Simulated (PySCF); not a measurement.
Static response to an electric field

C5H8N3 (charge +1).
Structure used (GFN2-xTB), in Å, numbered top down from 1:
```
atom  x, y, z in Å
C1     2.794    0.783    0.071
C2     2.146   -0.370    0.038
N3     0.749   -0.454    0.124
C4     0.004   -1.586    0.103
C5    -1.298   -1.168    0.215
N6    -1.239    0.178    0.292
C7    -2.326    1.101    0.425
N8    -0.014    0.598    0.238
H9     2.279    1.724    0.167
H10    3.867    0.808    0.002
H11    2.628   -1.331   -0.057
H12    0.420   -2.568    0.016
H13   -2.214   -1.723    0.240
H14   -2.834    0.952    1.379
H15   -1.924    2.111    0.383
H16   -3.046    0.956   -0.380
```

Level: CAM-B3LYP/def2-SVPD (PySCF), static field, nuclei fixed, core orbitals frozen in the response. The polarisability tensor in these axes (au):

```
x   103.85   5.68  -3.51
y     5.68  77.63   1.68
z    -3.51   1.68  46.27
```

Task: Diagonalise the tensor; give its mean and Δα, where Δα² is half the sum of the squared differences of the eigenvalues.

Result: Principal values 45.92, 76.63 and 105.19 au; mean 75.92 au = 11.25 Å³ = 12.52 × 10⁻⁴⁰ C²·m²/J; Δα = 51.34 au (68 % of the mean).

Task: Traceless (Buckingham) quadrupole moment about the centre of nuclear charge: eigenvalues?

Result: -21.37, -1.00, 22.38 D·Å. The values depend on the origin, since the species is charged. The electronic extent ⟨r²⟩ about the same centre is 957 bohr², a root-mean-square distance of 2.15 Å for the 58 electrons.

Task: Along which axes do the principal values lie, and how far do the nuclei extend along each?

Result: Largest value along (0.98, 0.20, -0.05), where the nuclei span 6.72 Å; middle along (-0.19, 0.98, 0.08), 5.06 Å; least along (0.07, -0.06, 1.00), 1.77 Å. The response follows the extents in order.

Task: What depolarisation ratio follows for Rayleigh scattering of linearly polarised light, taking the static tensor?

Result: ρ = 3Δα²/(45ᾱ² + 4Δα²) = 7907.0/(259352 + 10542.7) = 0.0293.

Geometry: GFN2-xTB, one conformer, isolated ion.
